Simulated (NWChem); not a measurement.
System: Si₂H₆O₃; SMILES O[SiH2]O[SiH2]O

Here is an NWChem input.

```
start job
memory heap 200 mb stack 900 mb global 1100 mb
geometry units angstroms noautosym nocenter noautoz
  O     -1.555674     0.107330    -1.123801
  Si    -1.578061     0.036907     0.546559
  O     -0.042850    -0.395923     1.108260
  Si     1.461999     0.037118     0.528357
  O      1.391435     0.211584    -1.157089
  H     -0.706832     0.465974    -1.460235
  H     -1.930109     1.357770     1.174156
  H     -2.550261    -1.025480     0.945728
  H      2.433026    -1.036881     0.915653
  H      1.859216     1.388706     1.029801
  H      1.438504    -0.629139    -1.647795
end
basis spherical
  * library def2-svp
end
dft
  xc pbe0
  iterations 150
end
cosmo
  do_cosmo_smd true
  solvent dmso
end
task dft energy
```

Coordinates come from a PBE-D3(BJ)/def2-SVP optimisation. Solvent: dimethyl sulfoxide.

Level: PBE0/def2-SVP with SMD (1 M gas to 1 M solution), gas-phase geometry. Reactions with the solvent are ignored.

Question: Predict the main results of this run. (PBE0/def2-SVP, SMD on the gas-phase geometry.) Quantities: solvation free energy (kcal/mol); cavity-dispersion-structure term (kcal/mol); dipole in solution (D).

Answer: 
| Property | Value |
|---|---|
| solvation free energy (kcal/mol) | -4.4 |
| cavity-dispersion-structure term (kcal/mol) | -0.7 |
| dipole in solution (D) | 2.07 |
